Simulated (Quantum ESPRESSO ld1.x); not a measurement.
The mean radii <r> (bohr) of the occupied orbitals of an atom or ion are listed with their occupations. Calculated with ld1.x of Quantum ESPRESSO 7.5: scalar-relativistic Kohn-Sham, LDA (Slater exchange, VWN5 correlation), spin-polarised, spherical densities, point nucleus.

| orbital | occ. | <r> |
|---|---|---|
| 1s up | 1 | 0.01632 |
| 1s down | 1 | 0.01632 |
| 2s up | 1 | 0.06876 |
| 2s down | 1 | 0.06876 |
| 2p up | 3 | 0.06235 |
| 2p down | 3 | 0.06235 |
| 3s up | 1 | 0.1775 |
| 3s down | 1 | 0.1775 |
| 3p up | 3 | 0.1792 |
| 3p down | 3 | 0.1791 |
| 3d up | 5 | 0.1622 |
| 3d down | 5 | 0.1622 |
| 4s up | 1 | 0.3887 |
| 4s down | 1 | 0.3887 |
| 4p up | 3 | 0.4128 |
| 4p down | 3 | 0.4127 |
| 4d up | 5 | 0.4302 |
| 4d down | 5 | 0.4300 |
| 4f up | 7 | 0.4371 |
| 4f down | 6 | 0.4365 |
| 5s up | 1 | 0.7783 |

Name the element and its charge. Open shells, if any, are filled with parallel spins first.

Answer. Z = 81, thallium, charge +21: Tl21+ in [Kr] 4d10 4f13 5s1. The 1s radius gives Z: for a bare nucleus <r> = (2 gamma + 1)/(2Z) with gamma = sqrt(1 - (Z/c)^2), 0.01613 bohr for Z = 81, and screening makes it slightly larger (0.01632 here). The occupations add up to 60, and the charge is Z minus that.
